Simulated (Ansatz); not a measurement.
A made-up structure of CH4OSn, closed shell:

O1  (-0.869, -1.632, 1.222)
C2  (-0.417, -1.253, 0.181)
Sn3  (0.274, 0.825, -0.117)
H4  (-0.333, -1.961, -0.679)
H5  (0.237, -2.073, 0.334)
H6  (0.034, 1.682, 1.333)
H7  (1.927, 0.808, -0.546)
(Å)

It is relaxed with PBE-D4/def2-SVP and then PBE0-D4/def2-TZVP (Ansatz 0.2.0). Atoms count as bonded within 1.22 times the sum of their covalent radii (H–H: 0.88 Å). The end point is not checked to be a true minimum.

Q: Does its bonding change? (Judge from chemistry; the calculation decides.)

A: By the calculation: Yes. Formed: O1–Sn3, C2–H7; broken: C2–Sn3, Sn3–H7.

Where it ends: The first stage lowers the energy by 4.02 eV in 38 steps. It ends as CH₄OSn ([CH3][O][SnH]):
O1  (-0.885, -0.583, 0.127)
C2  (0.283, -1.344, 0.268)
Sn3  (-1.053, 1.380, 0.103)
H4  (0.414, -1.992, -0.606)
H5  (0.205, -1.988, 1.152)
H6  (0.709, 1.643, 0.312)
H7  (1.180, -0.720, 0.373)
(Å)

Labels in which every atom is bracketed show which atoms are joined, not bond orders.

For scale, one of the runs: PBE0-D4/def2-TZVP relaxation, 136 basis functions, launched by `ansatz run in.yaml --threads 2 --pin off --events-out ev --progress --plain --max-ram 4352MiB`. Hardware: 2 CPU threads of an Intel Xeon Platinum 8259CL, shared host. Wall time about 6.1 min.
